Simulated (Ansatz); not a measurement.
## Reading a saddle point

A first-order saddle point of Si2H3Cl2F, singlet, PBE0-D4/def2-TZVP, with one imaginary mode of 277i cm⁻¹:

```
8
angstrom
Si -0.9047 -0.3962 0.7369
Si 0.8984 0.8029 -0.4928
F 0.1801 -0.8738 -0.7176
Cl 2.8989 0.3493 -0.3219
Cl 0.6833 1.5739 -2.3894
H -0.2595 -0.3427 2.0682
H -1.9612 0.6193 0.5231
H -1.5355 -1.7327 0.5934
```

Program: Ansatz 0.2.0. Basis: def2-TZVPP and def2-QZVPP. Cores are frozen in the correlated methods. Extrapolation: Hartree–Fock as exp(−7.88 √X), correlation as X^−2.97.

**Question.** Which contacts change along the imaginary mode, and what lies on either side? (A judgement: the text doesn't fix the answer.)

**Answer.** By the calculation: The step is Si₂H₃Cl₂F ([F][Si]([SiH3])([Cl])[Cl]) → SiH₃F ([F][SiH3]) + SiCl₂, with the molecules in contact on both sides. Shortening one way: Si1–F3; lengthening the same way: Si1–Si2, Si2–F3.
```tsv
pair	one side (Å)	saddle (Å)	other side (Å)
Si1–F3	3.26	1.88	1.62
Si1–Si2	2.33	2.49	3.78
Si2–F3	1.59	1.84	2.56
```

**Question.** Which side is lower, and how far does the saddle lie above each? (An estimate is asked for; the value comes from the calculation.)

**Answer.** By the calculation: The side with Si1–Si2, Si2–F3 short is lower by 34.37 kcal/mol; the saddle lies 51.44 kcal/mol above it and 17.07 kcal/mol above the other (CCSD(T) at an estimated basis limit (MP2 extrapolated from triple and quadruple zeta, plus CCSD(T) − MP2 in triple zeta); electronic energies).

The T1 diagnostic stays at or below 0.013.

Losses and insertions of silylenes and their heavier kin drive the gas-phase chemistry of silicon and germanium vapour deposition.

Labels in which every atom is bracketed show which atoms are joined, not bond orders.

For scale, one of the runs: CCSD(T)/def2-TZVPP, 241 basis functions, launched by `ansatz run in.yaml --threads 4 --pin off --events-out ev --progress --plain --max-ram 9574MiB`. The run took 2.5 min on 4 CPU threads of an Intel Xeon (shared host), with 4.2 GiB of host memory at its peak.
